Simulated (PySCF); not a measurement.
BeSi⁺ from Hartree–Fock to correlated methods

State: ²Π (doublet), unpaired electrons π ↑. Set-up: basis Be pcseg-1, Si pcseg-1; no relativity; PySCF 2.14. De refers to Be + Si⁺ in their high-spin ground configurations, without counterpoise correction. The functionals are run spin-unrestricted. A positive dipole points towards Si; it is taken about the centre of mass and depends on that origin.

| Level | Re (Å) | ωe (cm⁻¹) | De (eV) | μ (D) |
| --- | --- | --- | --- | --- |
| UHF | 2.385 | 379 | 1.22 | -5.38 |
| UHF-MP2 | 2.326 | 433 | 1.46 | n/a |
| UHF-SCS-MP2 | 2.347 | 409 | 1.35 | n/a |
| UHF-CCSD | 2.365 | 410 | 1.22 | n/a |
| UHF-CCSD(T) | 2.355 | 419 | 1.29 | n/a |
| PBE | 2.303 | 464 | 2.21 | -4.42 |
| BP86 | 2.307 | 458 | 2.15 | -4.45 |
| r²SCAN | 2.300 | 451 | 2.21 | -4.78 |
| PBE0 | 2.298 | 457 | 2.06 | -4.80 |
| r²SCAN0 | 2.307 | 433 | 2.06 | -4.92 |
| M06 | 2.280 | 478 | 2.02 | -4.86 |
| LC-ωPBE | 2.293 | 424 | 1.81 | -5.37 |

(1) Which functional lies closest to UHF-CCSD(T) in De, which farthest, and by how much do they differ from it?

(2) What does a quarter of exact exchange do here, going from PBE to PBE0?

(3) What does a quarter of exact exchange do here, going from r²SCAN to r²SCAN0?

Correlated steps freeze 5 core orbitals. Correlated levels converge slowly with the basis: in double zeta they bind strong bonds too weakly, by up to about 1 eV, and carry superposition errors of some tenths. For an ion De counts to the pair picked by the measured ionisation energies or electron affinities, which need not be the lowest pair at this level. The state is the lowest determinant that a PBE0 search found; another state may lie lower at other levels.

The whole job (state search and all levels along the bond) took about 0.91 min on 1 thread of Arm Neoverse V1 (shared host), peak memory 0.36 GiB.

Answers

(1) Closest is LC-ωPBE (-6.2 pm in Re, +1.2 % in ωe, +0.52 eV in De against UHF-CCSD(T) in the same basis), farthest PBE (-5.2 pm in Re, +10.7 % in ωe, +0.92 eV in De). CCSD(T) converges more slowly with the basis than the functionals do and binds too weakly in this one, so the order can change at the basis-set limit.

(2) PBE0 less PBE: -0.5 pm in Re, -1.5 % in ωe, -0.15 eV in De. Exact exchange removes part of the self-interaction that spreads semilocal densities, and in most molecules shortens and stiffens the bond and lowers De; here ωe goes the other way.

(3) r²SCAN0 less r²SCAN: +0.7 pm in Re, -4.0 % in ωe, -0.15 eV in De. Exact exchange removes part of the self-interaction that spreads semilocal densities, and in most molecules shortens and stiffens the bond and lowers De; here Re and ωe go the other way.
